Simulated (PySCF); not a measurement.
Estimate the missing entries of this data sheet.

Species: C7H7FO2.
InChI=1S/C7H7FO2/c1-4-3-5(2)10-6(4)7(8)9/h3H,1-2H3

Conformer (atom-mapped SMILES and torsion angles): `[CH3:1][c:2]1[cH:3][c:4]([CH3:5])[c:6]([C:7](=[O:8])[F:9])[o:10]1`: C4–C6–C7–O8 0°.

| property | level | value |
| --- | --- | --- |
| point group of the GFN2-xTB geometry | GFN2-xTB | Cs |
| rotational constants A, B, C of the GFN2-xTB geometry | GFN2-xTB | 2.109, 1.099, 0.729 GHz |
| dipole moment | PBE0/pcSseg-1 | ? |
| HOMO energy | PBE0/pcSseg-1 | -7.07 eV |
| LUMO energy | PBE0/pcSseg-1 | ? |
| 13C chemical shifts (computed TMS as zero) by class | GIAO PBE0/pcSseg-1 | 164.9 (1 C), 157.0 (1 C), 151.5 (1 C), 140.9 (1 C), 120.2 (1 C), 16.8 (1 C), 15.2 (1 C) ppm |
| 1H chemical shifts (computed TMS as zero) by class | GIAO PBE0/pcSseg-1 | ? |
| isotropic shieldings of nuclei other than C and H, by class | GIAO PBE0/pcSseg-1 | ? |

Gas-phase values; electronic properties from PySCF, density fitting. One conformer (not necessarily the lowest) at the GFN2-xTB geometry, without solvent or vibrations. GFN2-xTB frequencies show an imaginary mode (61i cm⁻¹), so this geometry is no minimum at that level. NMR classes are plain means over equivalent atoms (diastereotopic ones count apart unless rotation or inversion swaps them), as if these changed places fast; in this geometry the members of some classes differ.

Q: What are the isotropic shieldings of nuclei other than C and H, by class?

A: -74 (1 O), 25 (1 O), 148 (1 F) ppm.

Q: Give the dipole moment.

A: 5.18 D.

Q: The LUMO energy?

A: -1.59 eV.

Q: The 1H chemical shifts (computed TMS as zero) by class?

A: 6.37 (1 H), 2.59 (3 H), 2.47 (3 H) ppm.

 With B = h/(8π²I), that is 505.379 GHz u Å² over I, the principal moments of inertia are 239.6, 459.6 and 693.1 u Å² (most abundant isotopes); the inertial defect Ic − Ia − Ib is -6.1 u Å² (zero for a rigid planar frame, negative otherwise). The dipole equals about 17.3 × 10⁻³⁰ C·m (1 D = 3.33564 × 10⁻³⁰ C·m). The rotational constants make it an asymmetric top with κ = (2B − A − C)/(A − C) = -0.46, nearer the prolate limit (−1).

For the NMR shielding job (PBE0/pcSseg-1), hardware: one thread of an INTEL XEON PLATINUM 8581C at 2.30 GHz, on a shared host. Cost: 33 s of wall time, 0.91 GiB resident at most.
